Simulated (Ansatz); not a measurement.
This geometry of a periodic cell of 17 atoms, Si (host Si, host structure diamond, interstitial Si) is a first-order saddle point.

Theory: DFT PBE, scalar-relativistic, plane waves, PAW (Ansatz 0.2.0). Settings: PAW set soft_1, cutoff 420 eV, k mesh 2x2x2, gaussian smearing 0.05 eV, no spin polarisation.

```xyz
17
Lattice="0.0000 5.4300 5.4300 5.4300 0.0000 5.4300 5.4300 5.4300 0.0000" Properties=species:S:1:pos:R:3
Si -0.221 0.216 0.219
Si 1.378 1.421 1.424
Si 2.781 2.645 0.021
Si 4.005 4.048 1.424
Si 2.781 0.018 2.648
Si 4.004 1.421 4.051
Si 5.407 2.645 2.648
Si 7.006 3.849 3.852
Si 0.103 2.802 2.805
Si 1.152 4.274 4.277
Si 2.624 5.323 2.805
Si 4.162 6.694 4.176
Si 2.624 2.802 5.326
Si 4.162 4.173 6.697
Si 5.634 5.222 5.225
Si 6.683 6.694 6.697
Si 8.823 7.464 7.466
```

(1) Which two structures does it join? (They come from a converged band through this point; their orientation in space is the band's.)

(2) How far does it lie above each of them?

Results:

(1) Contacts lost: Si1–Si17. Contacts made: Si8–Si17. The atom that moves furthest is Si17, by 2.34 Å; four of its nearest neighbours are Si9 2.39, Si13 2.39, Si1 2.39, Si11 2.39 Å at the first end and Si16 2.39, Si12 2.39, Si8 2.39, Si14 2.39 Å at the last.

Initial state:

```xyz
17
Lattice="0.0000 5.4300 5.4300 5.4300 0.0000 5.4300 5.4300 5.4300 0.0000" Properties=species:S:1:pos:R:3
Si 0.022 -0.024 -0.023
Si 1.390 1.357 1.357
Si 2.710 2.719 -0.004
Si 4.071 4.038 1.359
Si 2.711 -0.004 2.719
Si 4.073 1.358 4.040
Si 5.435 2.720 2.721
Si 6.788 4.073 4.072
Si 0.020 2.735 2.736
Si 1.353 4.068 4.073
Si 2.688 5.403 2.741
Si 4.070 6.785 4.106
Si 2.691 2.737 5.407
Si 4.072 4.105 6.787
Si 5.434 5.425 5.426
Si 6.753 6.786 6.789
Si 9.498 6.783 6.789
```

Final state:

Only the atoms that move by more than 0.05 Å are listed.
```
Si17 8.144 8.136 8.143
```

(2) 0.31 eV above the first and 0.31 eV above the second. This is the barrier of this one path; another mechanism may lie lower. Limits of this set-up: coarse k mesh, a small cell, in which the defect meets its images.

Time of the run: 12 min on 1 thread of Arm Neoverse V2, with other jobs on the host, peak memory 0.84 GiB.
